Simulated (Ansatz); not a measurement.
Harmonic frequencies (cm⁻¹) at PBE0-D4/def2-TZVP from Ansatz: 185, 197, 206, 241, 268, 391, 524, 563, 686, 689, 734, 1042, 1545, 3574, 3675.

Each molecule was computed in one conformer, which needn't be the lowest.

(1) Which molecule is it?
A. `[NH2][W](=[O])(=[O])[Cl]`
B. `[O]=[W]([OH])([F])=[S]`
C. `[NH2][W](=[O])([F])=[S]`
D. `[NH]=[W](=[NH])([F])[Cl]`

Answers

(1) C.
